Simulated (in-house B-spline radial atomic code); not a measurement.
Cr⁶⁺. Computed with a B-spline radial atomic code. Model: all-electron spherical atom, spin shells full or empty, radial basis limit, no spin-orbit coupling, Breit or QED, empty-state partial waves extrapolated as (l+1/2)^-4, RPA, G0W0 and static COHSEX of the highest shell as one setting changes (uncorrelated shells keep exact exchange).

Empty levels are discrete states of a finite basis, so the steps are uneven.

Given: element Cr; charge 6; filled core Ne; hamiltonian one-electron scalar X2C; mean-field start PBE; highest l of empty states 9; nuclear rms radius 3.6452 fm; lowest nl shells left uncorrelated 0; highest mean-field shell 3p; box radius 9.29 bohr.

Shell: 3s 1 1, 3p 3 3 (electrons up and down).

```csv
highest empty level kept (hartree),RPA correlation energy (hartree),G0W0 level (eV),G0W0 minus most complete (meV),COHSEX level (eV),linearised minus solved G0W0 (meV)
16.33,-0.59209,-160,608.3,-163.09,-17.4
32.67,-0.73377,-160.24,369.2,-163.86,-18.2
57.17,?,?,?,?,?
98,-0.94897,-160.47,145.1,-164.48,-19
163.33,-1.0422,-160.53,82.8,-164.66,-19.2
294,-1.1129,-160.57,44.6,-164.77,-19.4
490,-1.1662,-160.59,22.6,-164.84,-19.4
980,-1.2098,-160.6,7.6,-164.88,-19.5
1960,-1.237,-160.61,2.3,-164.89,-19.5
4083.3,?,?,?,?,?
9800,-1.2518,-160.61,0.1,-164.9,-19.5
32667,-1.2531,-160.61,0,-164.9,-19.5
```

(1) What follows for highest empty level kept = 57.17?

(2) What follows for highest empty level kept = 4083.3?

## Answers

(1) RPA correlation energy -0.84198 hartree; G0W0 level -160.38 eV; G0W0 minus most complete 234.2 meV; COHSEX level -164.24 eV; linearised minus solved G0W0 -18.6 meV.

(2) RPA correlation energy -1.2478 hartree; G0W0 level -160.61 eV; G0W0 minus most complete 0.5 meV; COHSEX level -164.89 eV; linearised minus solved G0W0 -19.5 meV.
